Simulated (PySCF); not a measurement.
# MTl cations for M along the second period

PBE0 with double-zeta basis sets in PySCF, for the lowest determinant that a PBE0 search found; no spin–orbit coupling. De refers to high-spin ground-configuration atoms (the charge goes to the atom of lower measured ionisation energy or higher electron affinity, which is not always the lowest computed limit). A positive dipole points towards Tl; it is taken about the centre of mass and depends on that origin.

| M | basis | charged atom | state (unpaired electrons) | Re (Å) | ωe (cm⁻¹) | De (eV) | μ (D) |
| --- | --- | --- | --- | --- | --- | --- | --- |
| Li | def2-SVP | Li+ | doublet (σ ↑) | 3.317 | 165 | n/a | -9.20 |
| Be | cc-pVDZ/cc-pVDZ-PP | Tl+ | singlet (closed shell) | 3.067 | 192 | n/a | -4.03 |
| B | aug-cc-pVDZ-PP/aug-cc-pVDZ | Tl+ | doublet (σ ↑) | 3.086 | 175 | n/a | -2.92 |
| C | def2-SVP | Tl+ | triplet (σ ↑, π ↑) | 3.007 | 148 | n/a | -1.05 |
| N | aug-cc-pVDZ-PP/aug-cc-pVDZ | Tl+ | quartet (σ ↑, π ↑↑) | 3.039 | 95.8 | n/a | 0.01 |
| O | cc-pVDZ-PP/cc-pVDZ | Tl+ | triplet (π ↑↑) | 2.950 | 136 | n/a | -0.14 |

The shortest bond is that of TlO⁺ (2.950 Å), the longest that of LiTl⁺ (3.317 Å).

The rows differ in basis set, which adds steps of its own.

The state changes along the series, so neighbouring rows are not always alike in their bonding.

Closed-shell solutions of metal pairs were not tested for spin polarisation, which can lower them a little. These are scalar-relativistic numbers at best; spin–orbit coupling would shift them, the dissociation energy most. States were picked by a PBE0 search and need not be the measured ground states.
